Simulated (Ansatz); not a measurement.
Reactions of F2H4O2Si2, SMILES `O[SiH](F)O[SiH2]F`.

Isolated molecules relaxed with PBE0-D4/def2-TZVP in Ansatz; ΔE leaves out vibrations. CCSD(T)/CBS adds triple-zeta CCSD(T) − MP2 to the extrapolated MP2 energy (def2 sets, frozen cores). This one scheme is used for every species. DFT in def2-TZVPP. For Br, Ge, Se outer-core shells are correlated without core-valence functions, which leaves a few kJ/mol of doubt a bond. Scalar relativity is left out up to krypton. Each species was taken in one conformer, which may not be the lowest.

```
                                                                   reaction  CCSD/CBS(def2) (kcal/mol)  B2PLYP (kcal/mol)  ωB97X-V (kcal/mol)
                   `O[SiH](F)O[SiH2]F` + CH₃OH → `CO[SiH](O)F` + `O[SiH2]F`                        4.0                3.3                 3.2
        `O[SiH](F)O[SiH2]F` + `COC[SeH]` → `F[SiH2]OC[SeH]` + `CO[SiH](O)F`                        8.9                8.9                 8.1
      `O[SiH](F)O[SiH2]F` + `C[SiH2]Br` → `O[SiH](F)[SiH2]Br` + `CO[SiH2]F`                       61.7               60.4                57.8
        `O[SiH](F)O[SiH2]F` + `N=C(N)BF` → `F[SiH2]O[SiH](F)F` + `N=C(N)BO`                       -8.5               -8.0                -7.7
                                 `O[SiH](F)O[SiH2]F` → `O[SiH](O)[SiH](F)F`                       41.8               41.3                39.3
`O[SiH](F)O[SiH2]F` + `O[CH2][GeH3]` → `O[SiH](O)O[SiH2]F` + `F[CH2][GeH3]`                       11.0               10.2                 9.8
      `O[SiH](F)O[SiH2]F` + `CC[SiH3]` → `CC([SiH3])[SiH2]F` + `O[SiH](O)F`                       29.8               30.6                28.5
```

Give the CCSD(T)/CBS values in the same order. (An estimate is asked.)

The calculation gave: 3.7, 8.8, 60.7, -8.5, 40.9, 10.9, 28.8 kcal/mol.

Largest T1 diagnostic: 0.014, for `N=C(N)BF`.
